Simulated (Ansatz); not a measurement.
Mulliken charges of `C#[C][Ge]([F])([F])[F]` from B3LYP/def2-TZVPP in Ansatz (PBE0-D4/def2-TZVP geometry).

```csv
atom,x (Å),y (Å),z (Å),charge (e)
C1,0.577,-1.925,0.423,-0.069
C2,0.243,-0.799,0.170,-0.339
Ge3,-0.274,0.944,-0.220,1.159
F4,-1.801,1.008,-0.972,-0.335
F5,0.820,1.717,-1.271,-0.335
F6,-0.376,1.912,1.177,-0.335
H7,0.873,-2.926,0.647,0.255
```

By hand: the dipole of these point charges (1 e Å = 4.8032 D).

Σ q r = (0.237, -0.802, 0.180) e Å, of length 0.855 e Å = 4.11 D.

How does the dipole of the full density compare? (Best estimate.)

Ansatz gave: (0.201, -0.679, 0.152) e Å, 3.48 D; the point charges give 1.18 times that, at 0° from its direction.

Point charges leave out the atoms' own dipoles, such as those of lone pairs, and Mulliken's split depends on the basis, so the two needn't agree.

B3LYP here is the variant with VWN-RPA as its local correlation; programs differ in this.
